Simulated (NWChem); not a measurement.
System: SnH₃Br; SMILES [Br][SnH3]

Here is an NWChem input.

```
start job
memory heap 200 mb stack 900 mb global 1100 mb
geometry units angstroms noautosym nocenter noautoz
  Sn     0.000000     0.000000    -0.967364
  Br     0.000000     0.000000     1.533940
  H      1.623532     0.224748    -1.453546
  H     -1.006404     1.293646    -1.453546
  H     -0.617129    -1.518394    -1.453546
end
basis spherical
  * library def2-svpd
end
ecp
  Sn library def2-ecp
end
dft
  xc xcamb88 1.00 lyp 0.81 vwn_5 0.19 hfexch 1.00
  cam 0.33 cam_alpha 0.19 cam_beta 0.46
  iterations 150
end
property
  response 1 0.0
end
task dft property
```

Parts of the log:

```
             Northwest Computational Chemistry Package (NWChem) 7.3.0
             --------------------------------------------------------

                             Geometry "geometry" -> ""
                             -------------------------

 Output coordinates in angstroms (scale by  1.889725989 to convert to a.u.)

  No.       Tag          Charge          X              Y              Z
 ---- ---------------- ---------- -------------- -------------- --------------
    1 Sn                  50.0000     0.00000000     0.00000000    -0.96736400
    2 Br                  35.0000     0.00000000     0.00000000     1.53394000
    3 H                    1.0000     1.62353200     0.22474800    -1.45354600
    4 H                    1.0000    -1.00640400     1.29364600    -1.45354600
    5 H                    1.0000    -0.61712900    -1.51839400    -1.45354600

 Effective nuclear repulsion energy (a.u.)     433.5260201956

                                 NWChem DFT Module
                                 -----------------

 Summary of "ao basis" -> "ao basis" (spherical)
 ------------------------------------------------------------------------------
       Tag                 Description            Shells   Functions and Types
 ---------------- ------------------------------  ------  ---------------------
 Sn                        def2-svpd                12       32   5s4p3d
 Br                        def2-svpd                15       41   6s5p4d
 H                         def2-svpd                 4        8   2s2p

            General Information
            -------------------
          SCF calculation type: DFT
          Wavefunction type:  closed shell.
          No. of atoms     :     5
          No. of electrons :    60
           Alpha electrons :    30
            Beta electrons :    30
          Charge           :     0
          Spin multiplicity:     1
          Use of symmetry is: off; symmetry adaption is: off
          Maximum number of iterations: 150
          AO basis - number of functions:    97
                     number of shells:    39
          Convergence on energy requested:  1.00D-06
          Convergence on density requested:  1.00D-05
          Convergence on gradient requested:  5.00D-04

              XC Information
              --------------
                     Hartree-Fock (Exact) Exchange  1.000
                   CAM-Becke88 Exchange Functional  1.000
                      VWN V Correlation Functional  0.190 local
              Lee-Yang-Parr Correlation Functional  0.810

           Range-Separation Parameters
           ---------------------------
           Alpha           :  0.19
           Beta            :  0.46
           Gamma           :  0.33
           Short-Range HF  :     F

             Grid Information
             ----------------
          Grid used for XC integration:  medium
          Radial quadrature: Mura-Knowles
          Angular quadrature: Lebedev.
          Tag              B.-S. Rad. Rad. Pts. Rad. Cut. Ang. Pts.
          ---              ---------- --------- --------- ---------
          Sn                  1.45      123          12.0       590
          Br                  1.15      112          12.0       590
          H                   0.35       45          12.0       434
          Grid pruning is: on
          Number of quadrature shells:   370
          Spatial weights used:  Erf1

      Superposition of Atomic Density Guess
      -------------------------------------

 Sum of atomic energies:       -2822.67883734

      Non-variational initial energy
      ------------------------------

 Total energy =   -2787.132080
 1-e energy   =   -4358.473143
 2-e energy   =    1371.145095
 HOMO         =      -0.361088
 LUMO         =       0.001514

   convergence    iter        energy       DeltaE   RMS-Dens  Diis-err
 ---------------- ----- ----------------- --------- --------- ---------
 d= 0,ls=0.0,diis     1  -2790.0311622107 -2.99D+03  8.96D-03  2.82D-01
 d= 0,ls=0.0,diis     2  -2790.0525707597 -2.14D-02  3.50D-03  1.42D-01
 d= 0,ls=0.0,diis     3  -2790.0663493520 -1.38D-02  5.53D-04  4.85D-03
 d= 0,ls=0.0,diis     4  -2790.0667414328 -3.92D-04  1.49D-04  1.06D-04
 d= 0,ls=0.0,diis     5  -2790.0667542846 -1.29D-05  3.35D-05  1.77D-05
  Resetting Diis
 d= 0,ls=0.0,diis     6  -2790.0667564746 -2.19D-06  9.13D-06  1.35D-07
 d= 0,ls=0.0,diis     7  -2790.0667565421 -6.75D-08  2.12D-06  1.23D-08

         Total DFT energy =    -2790.066756542113
      One electron energy =    -4359.432708069598
           Coulomb energy =     1479.745285765045
    Exchange-Corr. energy =     -110.575302914761
 Nuclear repulsion energy =      200.195968677202

 Numeric. integr. density =       59.999956196013

                       DFT Final Molecular Orbital Analysis
                       ------------------------------------

 Vector   28  Occ=2.000000D+00  E=-4.023100D-01
              MO Center=  1.3D-08, -2.9D-07,  7.7D-01, r^2= 3.3D+00
   Bfn.  Coefficient  Atom+Function         Bfn.  Coefficient  Atom+Function
  ----- ------------  ---------------      ----- ------------  ---------------
    47      0.449867  2 Br pz                50      0.450274  2 Br pz
    14     -0.314790  1 Sn pz                44     -0.299278  2 Br pz
     4      0.204666  1 Sn s                 36      0.135019  2 Br s
    11      0.104276  1 Sn pz                20      0.103635  1 Sn d  0
    74      0.100558  3 H  s                 82      0.100558  4 H  s

 Vector   29  Occ=2.000000D+00  E=-3.475924D-01
              MO Center= -7.3D-02, -3.0D-02,  1.1D+00, r^2= 2.7D+00
   Bfn.  Coefficient  Atom+Function         Bfn.  Coefficient  Atom+Function
  ----- ------------  ---------------      ----- ------------  ---------------
    49      0.547587  2 Br py                46      0.510109  2 Br py
    43     -0.335919  2 Br py                90      0.137115  5 H  s
    82     -0.117925  4 H  s                 40      0.109107  2 Br py
    13     -0.103844  1 Sn py                91      0.075980  5 H  s
    19     -0.074095  1 Sn d -1              52      0.069114  2 Br py

 Vector   30  Occ=2.000000D+00  E=-3.475923D-01
              MO Center=  7.3D-02,  3.0D-02,  1.1D+00, r^2= 2.7D+00
   Bfn.  Coefficient  Atom+Function         Bfn.  Coefficient  Atom+Function
  ----- ------------  ---------------      ----- ------------  ---------------
    48      0.547586  2 Br px                45      0.510110  2 Br px
    42     -0.335920  2 Br px                74     -0.147247  3 H  s
    39      0.109107  2 Br px                12     -0.103844  1 Sn px
    82      0.090243  4 H  s                 75     -0.081595  3 H  s
    21      0.074095  1 Sn d  1              51      0.069116  2 Br px

 Vector   31  Occ=0.000000D+00  E=-1.556015D-02
              MO Center= -2.1D-07, -2.7D-07, -8.0D-01, r^2= 7.2D+00
   Bfn.  Coefficient  Atom+Function         Bfn.  Coefficient  Atom+Function
  ----- ------------  ---------------      ----- ------------  ---------------
     4      1.283016  1 Sn s                  5     -1.218075  1 Sn s
    38      0.736210  2 Br s                  3      0.453670  1 Sn s
    37     -0.356009  2 Br s                 50      0.343016  2 Br pz
    14      0.325456  1 Sn pz                30     -0.258732  1 Sn d  0
    47      0.256297  2 Br pz                75     -0.250632  3 H  s

 Vector   32  Occ=0.000000D+00  E= 1.401727D-02
              MO Center= -4.5D-06,  5.2D-06, -9.1D-01, r^2= 8.8D+00
   Bfn.  Coefficient  Atom+Function         Bfn.  Coefficient  Atom+Function
  ----- ------------  ---------------      ----- ------------  ---------------
     4      1.900935  1 Sn s                  5     -1.904050  1 Sn s
    17     -0.547463  1 Sn pz                75     -0.331944  3 H  s
    83     -0.331943  4 H  s                 91     -0.331938  5 H  s
     3      0.269261  1 Sn s                 53     -0.256724  2 Br pz
    14     -0.237033  1 Sn pz                30      0.231700  1 Sn d  0

 Vector   33  Occ=0.000000D+00  E= 4.919673D-02
              MO Center=  2.0D-03, -4.9D-01, -9.5D-01, r^2= 6.6D+00
   Bfn.  Coefficient  Atom+Function         Bfn.  Coefficient  Atom+Function
  ----- ------------  ---------------      ----- ------------  ---------------
    28      0.592254  1 Sn d -2              32      0.385553  1 Sn d  2
    12     -0.227036  1 Sn px                15     -0.178992  1 Sn px
    82     -0.157030  4 H  s                 13      0.149090  1 Sn py
    74      0.124880  3 H  s                 51     -0.122763  2 Br px
    16      0.117544  1 Sn py                18     -0.117086  1 Sn d -2

     Multipole analysis of the density
     ---------------------------------

     L   x y z        total         alpha         beta         nuclear
     -   - - -        -----         -----         ----         -------
     0   0 0 0     -0.000000    -30.000000    -30.000000     60.000000

     1   1 0 0     -0.000001      0.000000      0.000000     -0.000002
     1   0 1 0      0.000002      0.000001      0.000001      0.000000
     1   0 0 1     -0.979863    -26.988854    -26.988854     52.997845

[...]

 DFT Linear Response polarizability / au
 Frequency  =       0.0000000 / au
              X              Y              Z
 -----------------------------------------------
 X      57.6189273      0.0000010      0.0000326
 Y       0.0000010     57.6188558     -0.0000174
 Z       0.0000326     -0.0000174     77.1937950
 -----------------------------------------------
 Eigenvalues =      57.6189273     57.6188558     77.1937950
 Isotropic   =      64.1438594
 Anisotropic =      19.5749034
 -----------------------------------------------

 Magnetic Dipole Response Matrix (nonzero elements):

 Exiting AOResponse driver routine
```

Level: CAM-B3LYP/def2-SVPD with def2 effective core potentials on Sn. Structure relaxed at the PBE0/def2-SVP level. Not confirmed as a minimum by frequencies. def2 effective core potentials on Sn; no spin-orbit coupling.
